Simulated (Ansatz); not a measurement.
Ansatz results at the PBE0-D4/def2-TZVP geometry: LUMO energy (B3LYP/def2-TZVPP) -0.02 eV; size of the dipole moment (B3LYP/def2-TZVPP) 2.66 D; HOMO–LUMO gap (ωB97M-V/def2-TZVPP) 12.88 eV.

Each molecule was computed in one conformer, which needn't be the lowest.

Which molecule gave them?
A. `COB(C)F`
B. `NBCl`
C. `COB(N)F`
D. `COBS`

B. The others give `COB(C)F`: 0.49, 2.79, 13.48; `COBS`: -0.22, 2.04, 11.61; `COB(N)F`: 0.57, 0.81, 12.24.

B3LYP here is the variant with VWN-RPA as its local correlation; programs differ in this.
